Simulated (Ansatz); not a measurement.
Cartesian coordinates in Å:
```
N -0.0648 0.1455 1.2823
C 0.3466 0.1606 -0.0586
F 1.4879 -0.5829 -0.2144
Se -1.0343 -0.5839 -1.2786
H -0.5771 0.9695 1.5542
H -0.5468 -0.6981 1.5600
H 0.5658 1.1806 -0.3733
H -0.1773 -0.5914 -2.4716
```

The species carries charge 0 and has multiplicity 1.

Task: List the CAM-B3LYP/def2-TZVPP orbital energies in eV (the Gaussian-basis code of Ansatz). (An estimate is asked.)

Result: Computed: Occupied: -12352.82, -1582.01, -1420.24, -1420.20, -1420.14, -673.49, -391.94, -282.69, -214.61, -158.76, -158.65, -158.43, -59.58, -59.56, -59.38, -59.29, -59.26, -35.24, -27.42, -22.11, -19.69, -17.22, -16.08, -15.01, -14.60, -12.56, -12.28, -10.62, -9.17, -8.23. Lowest empty: 0.74, 1.82, 2.18, 2.74, 3.71, 4.23, 5.39, 5.78.
